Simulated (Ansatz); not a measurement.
Job for Ansatz (a first-principles code): R-CCSD(T)/cc-pV(T+d)Z on BFH4OSi (SMILES FBO[SiH3]), a point of a torsion scan. Files ending in .json are basis or fitting sets from the Basis Set Exchange.

Ansatz 0.2 input:
```yaml
crystal:
  periodic: [false, false, false]
  atoms:
    - {symbol: F, position_ang: [2.38793819, 0.23971817, -0.58551799]}
    - {symbol: B, position_ang: [1.55011318, -0.02737327, 0.41715119]}
    - {symbol: O, position_ang: [0.43320353, -0.66011498, 0.17547399]}
    - {symbol: Si, position_ang: [-0.85066183, -1.11318614, -0.71162636]}
    - {symbol: H, position_ang: [1.88193363, 0.29698924, 1.49618815]}
    - {symbol: H, position_ang: [-0.56921000, -1.02942315, -2.14482829]}
    - {symbol: H, position_ang: [-1.07440848, -2.48653238, -0.26954614]}
    - {symbol: H, position_ang: [-1.90596047, -0.18108016, -0.31809888]}
basis:
  gaussian:
    orbitals: cc-pV_T+d_Z.json
magnetization: {spin_polarized: false}
correlation: {method: ccsd_t, electrons: outside_noble_gas}
scf: {lower_state_search: off}
```

### Question
Give the final energy of this run.

### Answer
-491.2536 hartree (reference determinant -490.4973, T1 diagnostic 0.012).

### Question
How many basis functions does it have, and what does it roughly cost on one machine?

### Answer
185 functions; around 80 core-seconds (rough).
